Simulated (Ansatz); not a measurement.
Cost and result for the atomization energy of CH₆F₂O₂Si₂, SMILES `CO[SiH](F)O[SiH2]F` (13 atoms, 12 bonds).

```json
{"atom": "C1", "x (Å)": "-1.789", "y (Å)": "-0.361", "z (Å)": "-0.989"}
{"atom": "O2", "x (Å)": "-1.414", "y (Å)": "-0.659", "z (Å)": "0.340"}
{"atom": "Si3", "x (Å)": "-0.528", "y (Å)": "0.274", "z (Å)": "1.316"}
{"atom": "F4", "x (Å)": "-0.343", "y (Å)": "-0.552", "z (Å)": "2.653"}
{"atom": "O5", "x (Å)": "0.937", "y (Å)": "0.593", "z (Å)": "0.695"}
{"atom": "Si6", "x (Å)": "2.233", "y (Å)": "0.119", "z (Å)": "-0.157"}
{"atom": "F7", "x (Å)": "1.764", "y (Å)": "-0.252", "z (Å)": "-1.637"}
{"atom": "H8", "x (Å)": "-2.471", "y (Å)": "-1.141", "z (Å)": "-1.329"}
{"atom": "H9", "x (Å)": "-2.305", "y (Å)": "0.603", "z (Å)": "-1.053"}
{"atom": "H10", "x (Å)": "-0.917", "y (Å)": "-0.342", "z (Å)": "-1.649"}
{"atom": "H11", "x (Å)": "-1.176", "y (Å)": "1.556", "z (Å)": "1.633"}
{"atom": "H12", "x (Å)": "3.171", "y (Å)": "1.254", "z (Å)": "-0.257"}
{"atom": "H13", "x (Å)": "2.837", "y (Å)": "-1.093", "z (Å)": "0.432"}
```

The species carries charge 0 and has multiplicity 1. All single points use the PBE0-D4/def2-TZVP geometry. It is one conformer, not always the lowest. Program: Ansatz. All runs use 2 threads of an AMD EPYC 7R13 on a shared host and a share of an NVIDIA H100 80 GB. Times are those of one run each, without the atoms' runs, and a repeat can differ threefold. Electronic energies, without spin–orbit coupling; frozen cores. CCSD(T)/CBS adds CCSD(T) − MP2 in def2-TZVPP to the MP2 limit, and its time is that of the two runs behind it. T1 = 0.012. B3LYP takes the VWN-RPA correlation (the form of Gaussian; ORCA's B3LYP/G).

CCSD(T)/CBS is a level of theory with its own doubt, some kJ/mol a heavy atom from the limit and from the frozen cores, so smaller differences don't rank the functionals.

```json
{"level": "PBE0-D4/def2-TZVPP", "functions": "323", "wall time": "3 s", "atomization (kJ/mol)": "5163.0", "difference from CCSD(T)/CBS": "-99.0", "per bond": "-8.2"}
{"level": "r2SCAN-D4/def2-TZVPP (with forces)", "functions": "323", "wall time": "4.3 s", "atomization (kJ/mol)": "5234.1", "difference from CCSD(T)/CBS": "-27.9", "per bond": "-2.3"}
{"level": "B2PLYP/def2-TZVPP", "functions": "323", "wall time": "6 s", "atomization (kJ/mol)": "5178.2", "difference from CCSD(T)/CBS": "-83.8", "per bond": "-7.0"}
{"level": "PBE-D4/def2-TZVPP (with forces)", "functions": "323", "wall time": "6.5 s", "atomization (kJ/mol)": "5256.5", "difference from CCSD(T)/CBS": "-5.5", "per bond": "-0.5"}
{"level": "B3LYP-D4/def2-TZVPP (with forces)", "functions": "323", "wall time": "7.5 s", "atomization (kJ/mol)": "5206.4", "difference from CCSD(T)/CBS": "-55.6", "per bond": "-4.6"}
{"level": "ωB97X-V/def2-TZVPP", "functions": "323", "wall time": "8 s", "atomization (kJ/mol)": "5247.1", "difference from CCSD(T)/CBS": "-14.9", "per bond": "-1.2"}
{"level": "ωB97M-V/def2-TZVPP (with forces)", "functions": "323", "wall time": "8 s", "atomization (kJ/mol)": "5242.5", "difference from CCSD(T)/CBS": "-19.5", "per bond": "-1.6"}
{"level": "MP2/def2-QZVPP", "functions": "605", "wall time": "8 s", "atomization (kJ/mol)": "5338.9", "difference from CCSD(T)/CBS": "76.9", "per bond": "6.4"}
{"level": "CCSD(T)/def2-TZVPP", "functions": "323", "wall time": "16 s", "atomization (kJ/mol)": "5108.9", "difference from CCSD(T)/CBS": "-153.1", "per bond": "-12.8"}
{"level": "CCSD(T)/CBS(def2)", "functions": "–", "wall time": "24 s", "atomization (kJ/mol)": "5262.0", "difference from CCSD(T)/CBS": "0.0", "per bond": "0.0"}
```

From PBE to PBE0 (25 % exact exchange), in def2-TZVPP and without D4, the atomization energy moves by −89.2 kJ/mol: exact exchange takes away binding that semilocal exchange gives to molecules. In def2-TZVPP, CCSD(T) changes the Hartree–Fock value by +1213.3 kJ/mol (the triples alone add +67.9 kJ/mol) and MP2 by +1349.2 kJ/mol; breaking electron pairs costs correlation energy, which Hartree–Fock lacks. The D4 term adds +47.9 kJ/mol with B3LYP and +25.6 kJ/mol with PBE0; it sums over pairs of atoms, weighted by their polarisabilities, and B3LYP, whose exchange is more repulsive, gets the larger term.
